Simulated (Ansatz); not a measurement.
`O[SiH2][Ga]1[CH2][S]1` + `N[Si](O)(O)O` → `O[SiH2]N[Si](O)(O)O` + `[CH2]1[S][GaH]1`  (cleavage of the Si–Ga bond)

Isolated molecules relaxed with PBE0-D4/def2-TZVP in Ansatz; ΔE leaves out vibrations. CCSD(T)/CBS is the MP2 limit (def2-TZVPP, def2-QZVPP) plus CCSD(T) − MP2 in def2-TZVPP, frozen cores. Functionals use def2-TZVPP. B3LYP here is the variant with VWN-RPA as its local correlation; programs differ in this. For Ga outer-core shells are correlated without core-valence functions, which leaves a few kJ/mol of doubt a bond. Scalar relativity is left out up to krypton. One conformer a species, not always the lowest.

(1) Is it downhill or uphill in electronic energy at CCSD(T)/CBS, and by how much? (Estimate.)

(2) What do these levels give: PBE-D4, r2SCAN-D4, PBE0-D4, ωB97X-V, ωB97M-V, B2PLYP, PBE0, B3LYP, HF/def2-TZVPP, MP2/def2-TZVPP, SCS-MP2/def2-TZVPP, CCSD(T)/def2-TZVPP? (Estimate.)

Largest T1 diagnostic among the species: 0.015.

Answers

(1) The calculation gave: Downhill: ΔE = -53.4 kJ/mol.

(2) Ansatz gave: PBE-D4 -38.3, r2SCAN-D4 -51.9, PBE0-D4 -46.9, ωB97X-V -60.5, ωB97M-V -62.9, B2PLYP -53.8, PBE0 -42.9, B3LYP -45.9, HF/def2-TZVPP -68.6, MP2/def2-TZVPP -62.5, SCS-MP2/def2-TZVPP -63.2, CCSD(T)/def2-TZVPP -59.1 kJ/mol.

The D4 term adds −7.2 kJ/mol with B3LYP and −4.0 kJ/mol with PBE0; it sums over pairs of atoms, weighted by their polarisabilities, and B3LYP, whose exchange is more repulsive, gets the larger term. From PBE to PBE0 (25 % exact exchange), in def2-TZVPP and without D4, ΔE moves by −9.2 kJ/mol. In def2-TZVPP, CCSD(T) changes the Hartree–Fock value by +9.5 kJ/mol (the triples alone add +1.5 kJ/mol) and MP2 by +6.0 kJ/mol.
